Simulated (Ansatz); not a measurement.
Ideal-gas functions of `[OH][Mo]([OH])([Cl])([Cl])([Cl])[Cl]` at 500 K and 1 bar, from an Ansatz frequency run at PBE0-D4/def2-TZVP.

Molar mass 271.77 g/mol, point group C1 (symmetry number 1), electronic degeneracy 1, moments of inertia 470.549, 617.412, 627.153 u Å². Harmonic wavenumbers (cm⁻¹, unscaled): 76, 85, 94, 156, 178, 187, 220, 249, 263, 328, 335, 378, 396, 469, 488, 636, 675, 740, 776, 3796, 3824.

Use S(trans) = R[1.5 ln M + 2.5 ln T − 1.1517]; rotational temperatures θ = 24.2544 K / I; S(rot) = R[ln(√π/σ · √(T³/θAθBθC)) + 1.5]; for each mode x = 1.438777 ν̃/T, S = R[x/(eˣ − 1) − ln(1 − e⁻ˣ)] and H = RT x/(eˣ − 1); 1 cm⁻¹ = 0.0119627 kJ/mol; R = 8.31446 J/(mol·K).

Q: By hand: the entropy, in J/(mol·K).

A: Translation 189.5. Rotation: θ = 0.0515, 0.0393, 0.0387 K, giving 134.0. Vibration, mode by mode: 20.97, 20.04, 19.21, 15.04, 13.97, 13.57, 12.25, 11.26, 10.83, 9.10, 8.93, 8.01, 7.66, 6.43, 6.14, 4.36, 3.99, 3.44, 3.17, 0.00, 0.00, in all 198.4. Electronic 0.0. Sum 521.9 J/(mol·K).

Q: By hand: H − E and G − E in kJ/mol, counted from the electronic energy.

A: Zero-point energy ½ × 14349 × 0.0119627 = 85.8; thermal vibration 47.7; translation, rotation and pV give 4 RT = 16.6. H − E = 150.1 kJ/mol, and G − E = 150.1 − 500 × 521.9/1000 = -110.8 kJ/mol.

Vibration gives 38 % of the entropy, 60.2 J/(mol·K) of it from the modes under 150 cm⁻¹: soft modes count most, and the harmonic formula is weakest for them. The sum counts one conformer and one mirror image; others add a mixing term.
